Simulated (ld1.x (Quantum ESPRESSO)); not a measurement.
selenium (Se): excitation energies, all-electron against TM

ld1.x (Quantum ESPRESSO) 7.5 input, shortened:

```
&input
   title='Se', zed=34., rel=1, dft='PBE', iswitch=3,
   config='[Ar] 3d10 4s2 4p4 4d-2'
 /
 &inputp
   pseudotype=2, tm=.true., lloc=-1, rcloc=1.05,
   nlcc=.false.
 /
3
4S  1  0   2.00   0.00  1.45  1.45  0.0
4P  2  1   4.00   0.00  1.30  1.30  0.0
4D  3  2  -2.00   0.10  1.50  1.50  0.0
 &test
   configts(1)='4s2 4p4'
 /
```

Energies are relative to the spin-unpolarised reference configuration 4s2 4p4; without spin polarisation the order of configurations can differ from experiment. The frozen-core shift is the all-electron ΔE with the core orbitals held at their reference shape minus the fully relaxed ΔE.

```tsv
valence configuration	charge	ΔE all-electron (eV)	error AE − PS (meV)	frozen-core shift (meV)
4s2 4p2	+2	31.193	-6.1	+27
4s2 4p1	+3	62.061	-33	+102
4s2 4p3.5	+0.5	4.310	-0.2	+0.9
4s0 4p6	0	21.964	+70	+23
4s1 4p5	0	10.881	+15	+5.9
4s1 4p4	+1	22.382	+26	+17
```

(1) What are ΔE and the potential's error for 4s2 4p3?

Levels in the configuration 4s2 4p1:

| level | all-electron (eV) | pseudo (eV) |
| --- | --- | --- |
| 4s | -49.321 | -49.328 |
| 4p | -36.414 | -36.450 |

Note: ghost state, extra bound levels that the all-electron valence spectrum of the same l lacks: s at -79.3 eV. A true bound ghost makes a file unfit for plane-wave use.

Results:

(1) ΔE = 10.845 eV all-electron; the error (AE − PS) is -0.4 meV.
